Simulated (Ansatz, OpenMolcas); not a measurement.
A ladder of methods for C2H7NSi (SMILES NC1C[SiH2]1)

C2H7NSi: 11 atoms, total charge 0, spin state singlet. As SMILES, `NC1C[SiH2]1`. The coordinates come from a PBE0-D4/def2-TZVP relaxation. This is one conformer, not always the lowest.

```csv
atom,x (Å),y (Å),z (Å)
N,-1.3372,0.8261,-0.3142
C,0.0481,0.5874,-0.0151
C,0.2961,-0.5197,1.0252
Si,0.8450,-0.9559,-0.6851
H,-1.4504,1.2883,-1.2060
H,-1.7740,1.4015,0.3975
H,0.7014,1.4542,0.1186
H,1.0251,-0.3117,1.8013
H,-0.6079,-0.9970,1.3906
H,2.2887,-0.9399,-1.0055
H,0.0303,-1.8901,-1.4868
```

Quantity: the energy change with the C2–H7 bond stretched from 1.094 to 1.422 Å, in eV. The values are calculated.

```tsv
level	kind	program	value (eV)	less CCSD(T)/def2-SVP
SVWN5/def2-SVP (restricted)	LDA	OpenMolcas	0.77	-0.11
BLYP/def2-SVP (restricted)	GGA	OpenMolcas	0.74	-0.14
r2SCAN/def2-SVP (restricted)	meta-GGA	Ansatz	0.84	-0.04
B3LYP/def2-SVP (restricted)	global hybrid	Ansatz	0.85	-0.03
wB97M-V/def2-SVP (restricted)	range-separated hybrid	Ansatz	0.90	+0.02
RPA@PBE/def2-SVP (restricted)	RPA	Ansatz	0.83	-0.05
MP2/def2-SVP (restricted)	perturbation theory	OpenMolcas	0.93	+0.05
CCSD(T)/def2-SVP (restricted)	coupled cluster or CI	OpenMolcas	0.88	0.00
CCSD/def2-SVP (restricted)	coupled cluster or CI	Ansatz	0.91	+0.03
```

Differences are taken from CCSD(T)/def2-SVP (restricted) for orientation; it has basis-set and higher-order errors of its own. The first shape isn't each level's own minimum. The values span 0.74 to 0.93 eV.
